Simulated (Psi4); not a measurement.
Psi4 input (wB97X-D/6-31G*):

```
memory 1500 MB

molecule {
-1 1
O    -0.59554300    1.18168600   -0.84776300
Si   -0.05066300    0.21109700    0.24388100
O     1.57014400   -0.24286400    0.00757600
O    -0.91892800   -1.24558700    0.35843500
H    -0.02683000    0.65415100    1.67916600
H     1.82321000    0.09823000   -0.85624800
H    -1.53248100   -1.25361100   -0.38323100
symmetry c1
no_reorient
no_com
}

set {
  basis 6-31G*
  reference rks
  scf_type pk
  dft_radial_points 99
  dft_spherical_points 590
  e_convergence 1e-8
  d_convergence 1e-7
  maxiter 150
}

e = energy('wb97x-d')
print_out(f'\nFINAL {e:.10f} DIPOLE {variable("CURRENT DIPOLE")[0]:.6f} {variable("CURRENT DIPOLE")[1]:.6f} {variable("CURRENT DIPOLE")[2]:.6f}\n')
```

Output:

```
   => Loading Basis Set <=

    Name: 6-31G*
    Role: ORBITAL
    Keyword: BASIS
    atoms 1, 3-4 entry O          line   145 file 6-31gs.gbs
    atoms 2      entry SI         line   268 file 6-31gs.gbs
    atoms 5-7    entry H          line    44 file 6-31gs.gbs

   => WB97X-D: Empirical Dispersion <=

    Chai and Head-Gordon Dispersion Correction
    Chai, J.-D.; Head-Gordon, M. (2010), J. Chem. Phys., 132: 6615-6620

        s6 =       1.000000

         ---------------------------------------------------------
                                   SCF
               by Justin Turney, Rob Parrish, Andy Simmonett
                          and Daniel G. A. Smith
                              RKS Reference
         ---------------------------------------------------------

  ==> Geometry <==

    Molecular point group: c1
    Full point group: C1

    Geometry (in Angstrom), charge = -1, multiplicity = 1:

       Center              X                  Y                   Z               Mass
    ------------   -----------------  -----------------  -----------------  -----------------
         O           -0.595543000000     1.181686000000    -0.847763000000    15.994914619570
         SI          -0.050663000000     0.211097000000     0.243881000000    27.976926534650
         O            1.570144000000    -0.242864000000     0.007576000000    15.994914619570
         O           -0.918928000000    -1.245587000000     0.358435000000    15.994914619570
         H           -0.026830000000     0.654151000000     1.679166000000     1.007825032230
         H            1.823210000000     0.098230000000    -0.856248000000     1.007825032230
         H           -1.532481000000    -1.253611000000    -0.383231000000     1.007825032230

  Running in c1 symmetry.

  Rotational constants: A =      0.24280  B =      0.22667  C =      0.13419 [cm^-1]
  Rotational constants: A =   7278.93573  B =   6795.32793  C =   4023.00836 [MHz]
  Nuclear repulsion =  176.884540026290296

  Charge       = -1
  Multiplicity = 1
  Electrons    = 42
  Nalpha       = 21
  Nbeta        = 21

  ==> Algorithm <==

  SCF Algorithm Type is PK.
  DIIS enabled.
  MOM disabled.
  Fractional occupation disabled.
  Guess Type is SAD.
  Energy threshold   = 1.00e-08
  Density threshold  = 1.00e-07
  Integral threshold = 1.00e-12

  ==> Primary Basis <==

  Basis Set: 6-31G*
    Blend: 6-31G*
    Number of shells: 32
    Number of basis functions: 70
    Number of Cartesian functions: 70
    Spherical Harmonics?: false
    Max angular momentum: 2

  ==> DFT Potential <==

   => LibXC <=

    Version 7.1.2
    S. Lehtola, C. Steigemann, M. J. T. Oliveira, and M. A. L. Marques,  SoftwareX 7, 1–5 (2018) (10.1016/j.softx.2017.11.002)

   => Composite Functional: WB97X-D <=

    wB97X-D Hyb-GGA Exchange-Correlation Functional

    J.-D. Chai and M. Head-Gordon,  Phys. Chem. Chem. Phys. 10, 6615–6620 (2008) (10.1039/B810189B)

    Deriv               =              1
    GGA                 =           TRUE
    Meta                =          FALSE

    Exchange Hybrid     =           TRUE
    MP2 Hybrid          =          FALSE

   => Exchange-Correlation Functionals <=

    1.0000   wB97X-D range-separated functional

   => Exact (HF) Exchange <=

    0.7780            HF,LR [omega = 0.2000]
    0.2220               HF

   => LibXC Density Thresholds  <==

    XC_HYB_GGA_XC_WB97X_D:  1.00E-14

   => Molecular Quadrature <=

    Radial Scheme          =       TREUTLER
    Pruning Scheme         =           NONE
    Nuclear Scheme         =       TREUTLER

    Blocking Scheme        =         OCTREE
    BS radius alpha        =              1
    Pruning alpha          =              1
    Radial Points          =             99
    Spherical Points       =            590
    Total Points           =         390751
    Total Blocks           =           2844
    Max Points             =            256
    Max Functions          =             69
    Weights Tolerance      =       1.00E-15

  ==> Integral Setup <==

  Using in-core PK algorithm.
   Calculation information:
      Number of atoms:                   7
      Number of AO shells:              32
      Number of primitives:             84
      Number of atomic orbitals:        70
      Number of basis functions:        70

      Integral cutoff                 1.00e-12
      Number of threads:                 1

  Performing in-core PK
  Using 9266565 doubles for integral storage.
  We computed 132708 shell quartets total.
  Whereas there are 139656 unique shell quartets.

  Computing range-separated integrals for PK
  We computed 132708 wK shell quartets total.
  Whereas there are 139656 wK unique shell quartets.

  ==> DiskJK: Disk-Based J/K Matrices <==

    J tasked:                  Yes
    K tasked:                  Yes
    wK tasked:                 Yes
    Omega:               2.000E-01
    Schwarz Cutoff:          1E-12


  Cached 100.0% of DFT collocation blocks in 0.677 [GiB].

  Minimum eigenvalue in the overlap matrix is 9.0968853887E-03.
  Reciprocal condition number of the overlap matrix is 1.5337914179E-03.
    Using symmetric orthogonalization.

  ==> Pre-Iterations <==

  SCF Guess: Superposition of Atomic Densities via on-the-fly atomic UHF (no occupation information).

   -------------------------
    Irrep   Nso     Nmo
   -------------------------
     A         70      70
   -------------------------
    Total      70      70
   -------------------------

  ==> Iterations <==

                        Total Energy        Delta E     RMS |[F,P]|

   @RKS iter SAD:  -515.94380688546482   -5.15944e+02   0.00000e+00
   @RKS iter   1:  -516.57701915306188   -6.33212e-01   1.52281e-02 DIIS/ADIIS
   @RKS iter   2:  -516.40980457701710    1.67215e-01   1.81835e-02 DIIS/ADIIS
   @RKS iter   3:  -517.00596594023978   -5.96161e-01   2.08212e-03 DIIS/ADIIS
   @RKS iter   4:  -517.01308025234414   -7.11431e-03   7.63296e-04 DIIS/ADIIS
   @RKS iter   5:  -517.01410624003859   -1.02599e-03   1.08190e-04 DIIS/ADIIS
   @RKS iter   6:  -517.01413364237533   -2.74023e-05   2.04970e-05 DIIS
   @RKS iter   7:  -517.01413517361584   -1.53124e-06   3.72632e-06 DIIS
   @RKS iter   8:  -517.01413523958115   -6.59653e-08   8.70060e-07 DIIS
   @RKS iter   9:  -517.01413524322595   -3.64480e-09   1.44005e-07 DIIS
   @RKS iter  10:  -517.01413524344082   -2.14868e-10   3.18822e-08 DIIS
  Energy and wave function converged.

  ==> Post-Iterations <==

   Electrons on quadrature grid:
      Ntotal   =   42.0000004744 ; deviation = 4.744e-07

    Orbital Energies [Eh]
    ---------------------

    Doubly Occupied:

       1A    -66.074091     2A    -19.055766     3A    -19.055766
       4A    -18.955793     5A     -5.180765     6A     -3.526904
       7A     -3.526167     8A     -3.524102     9A     -0.892541
      10A     -0.874784    11A     -0.740923    12A     -0.426891
      13A     -0.356657    14A     -0.289865    15A     -0.264536
      16A     -0.251748    17A     -0.187639    18A     -0.182980
      19A     -0.163620    20A     -0.107401    21A     -0.107045

    Virtual:

      22A      0.332087    23A      0.356056    24A      0.374334
      25A      0.419964    26A      0.451134    27A      0.481213
      28A      0.489563    29A      0.616549    30A      0.645744
      31A      0.694628    32A      0.913280    33A      0.941323
      34A      1.006050    35A      1.088075    36A      1.095507
      37A      1.191968    38A      1.205482    39A      1.241578
      40A      1.292752    41A      1.299989    42A      1.308202
      43A      1.406134    44A      1.407864    45A      1.409530
      46A      1.456765    47A      1.463686    48A      1.531560
      49A      1.553521    50A      1.613610    51A      1.758655
      52A      2.041280    53A      2.049637    54A      2.059329
      55A      2.135338    56A      2.140773    57A      2.178885
      58A      2.216152    59A      2.359906    60A      2.482764
      61A      2.525588    62A      2.678666    63A      2.697456
      64A      2.810743    65A      2.931607    66A      3.120211
      67A      3.309791    68A      3.941595    69A      4.000503
      70A      4.037812

    Final Occupation by Irrep:
              A
    DOCC [    21 ]
    NA   [    21 ]
    NB   [    21 ]

  @RKS Final Energy:  -517.01413524344082

   => Energetics <=

    Nuclear Repulsion Energy =            176.8845400262902956
    One-Electron Energy =               -1076.8927538037164595
    Two-Electron Energy =                 417.2432094623109151
    DFT Exchange-Correlation Energy =     -34.2477089163072677
    Empirical Dispersion Energy =          -0.0014220120182858
    VV10 Nonlocal Energy =                  0.0000000000000000
    Total Energy =                       -517.0141352434408191

Computation Completed

Properties will be evaluated at   0.000000,   0.000000,   0.000000 [a0]

Properties computed using the SCF density matrix

 Multipole Moments:

 ------------------------------------------------------------------------------------
     Multipole            Electronic (a.u.)      Nuclear  (a.u.)        Total (a.u.)
 ------------------------------------------------------------------------------------

 L = 1.  Multiply by 2.5417464519 to convert [e a0] to [Debye]
 Dipole X            :          0.2303107            0.0000019            0.2303126
 Dipole Y            :         -0.6859464            0.0000151           -0.6859313
 Dipole Z            :         -0.3264469            0.0000094           -0.3264375
 Magnitude           :                                                    0.7937928

 ------------------------------------------------------------------------------------

FINAL -517.0141352434 DIPOLE 0.230313 -0.685931 -0.326437

*** Psi4 exiting successfully. Buy a developer a beer!
```

The dipole moment of an ion depends on the origin.

The geometry given is a B3LYP-D3(BJ)/def2-TZVP minimum.
